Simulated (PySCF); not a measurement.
Species: C7H9NOSi.
Geometry (PBE0-D3(BJ)/def2-SVP, Å), atoms numbered from 1 in this order:
```xyz
19
C7H9NOSi angstrom
C      1.3195    1.8055    1.2254
C      0.9946    0.7092    0.5252
O      1.8826   -0.0845   -0.1251
Si     3.5507    0.1246   -0.1743
C     -0.4042    0.2365    0.3862
C     -0.6912   -0.9241   -0.3431
C     -2.0170   -1.3341   -0.4474
C     -3.0070   -0.5794    0.1736
C     -2.6154    0.5623    0.8770
N     -1.3566    0.9605    0.9822
H      0.5204    2.3674    1.7069
H      2.3506    2.1507    1.3268
H      4.0501   -1.0045   -1.0012
H      4.1223    0.0696    1.2030
H      3.8960    1.4336   -0.8025
H      0.1211   -1.4796   -0.8108
H     -2.2728   -2.2357   -1.0097
H     -4.0602   -0.8620    0.1186
H     -3.3662    1.1835    1.3798
```

All values: PBE0/pcSseg-1 (PySCF, non-relativistic), on one gas-phase PBE0-D3(BJ)/def2-SVP geometry that isn't relaxed in the solvent. The solvent is an IEF-PCM continuum (Bondi radii, 1.10 Å for H, scaled by 1.2). The model holds no explicit solvent molecules, cavitation or dispersion.

Gas phase at PBE0/pcSseg-1: HOMO -6.61 eV, LUMO -1.26 eV, dipole 1.50 D.

Problem. What does the continuum do to the energy, the frontier levels and the dipole at PBE0/pcSseg-1 in dichloromethane and acetonitrile?

Solution. 
```csv
solvent,ε,E(solvent) − E(gas) (kJ/mol),polarisation term (kJ/mol),distortion of the solute (kJ/mol),HOMO (eV),LUMO (eV),dipole (D)
dichloromethane,8.93,-16.75,-19.49,2.74,-6.73,-1.37,2.11
acetonitrile,35.69,-19.67,-23.52,3.85,-6.76,-1.40,2.23
```

The polarisation term is half the interaction of the solute with the surface charges that it induces; the rest is the cost of distorting the solute's density. The sum is the electrostatic part of solvation alone. From dichloromethane to acetonitrile the lowering changes by a factor 1.17, Onsager's factor (ε − 1)/(2ε + 1) by 1.14 and ε itself by 4.0.

Problem. Which radius a makes the point-dipole formula ΔE = −[(ε − 1)/(2ε + 1)]·μ²/a³ give the value in acetonitrile, with the gas-phase dipole?

Solution. μ = 0.591 au and |ΔE| = 0.00749 Eh give a = 1.49 Å; the farthest nucleus lies 4.34 Å from the centroid of the nuclei, so such a sphere wouldn't even hold the nuclei. The formula assumes a rigid point dipole at the centre of a sphere.

Problem. Give the dipole vector in the frame of the coordinates (D, pointing from negative to positive charge), gas and acetonitrile.

Solution. Gas (0.05, -1.26, -0.81), solvent (-0.14, -1.88, -1.19). Its length changes by +48 % and its direction by 6°.

Problem. Which IAO charges (PBE0/pcSseg-1) respond most in acetonitrile (means over atoms taken as equivalent)?

Solution. 
```
atoms                  environment  gas (e)  solvent (e)  change
  N10       pyridine-type nitrogen   -0.282       -0.312  -0.030
  H17            aromatic hydrogen   +0.157       +0.174  +0.017
  H18            aromatic hydrogen   +0.157       +0.173  +0.016
   C1         terminal =CH2 carbon   -0.382       -0.397  -0.015
  H12             vinylic hydrogen   +0.146       +0.158  +0.012
  H19            aromatic hydrogen   +0.153       +0.165  +0.012
   C5  substituted aromatic carbon   +0.118       +0.108  -0.010
  H16            aromatic hydrogen   +0.170       +0.177  +0.007
```

Problem. Which Mayer bond orders change most in acetonitrile?

Solution. 
| bond | length (Å) | gas | solvent | change |
| --- | --- | --- | --- | --- |
| O3–Si4 | 1.682 | 0.878 | 0.860 | -0.018 |
| C9–N10 | 1.324 | 1.520 | 1.503 | -0.017 |
| C2–O3 | 1.357 | 0.980 | 0.989 | +0.009 |
| C8–C9 | 1.397 | 1.376 | 1.383 | +0.007 |
| C1–C2 | 1.341 | 1.872 | 1.866 | -0.006 |
| N10–C5 | 1.337 | 1.445 | 1.440 | -0.005 |
| C1–H11 | 1.089 | 0.921 | 0.926 | +0.005 |
| C6–C7 | 1.392 | 1.424 | 1.419 | -0.005 |

Problem. How do the nuclear quadrupole coupling constants eQVzz/h respond in acetonitrile?

Solution. 
```
   nucleus  Q (barn)  gas (MHz)  solvent (MHz)  η gas  η solvent
 17O at O3   -0.0256      -9.65          -9.65   0.22       0.20
14N at N10   0.02044      -5.32          -5.15   0.30       0.28
```

On Intel Xeon at 2.50 GHz, one thread (shared host), this took 2.1 min of wall time and 1.3 GiB of memory at its peak. This is the whole shielding run at PBE0/pcSseg-1 in acetonitrile, SCF included.
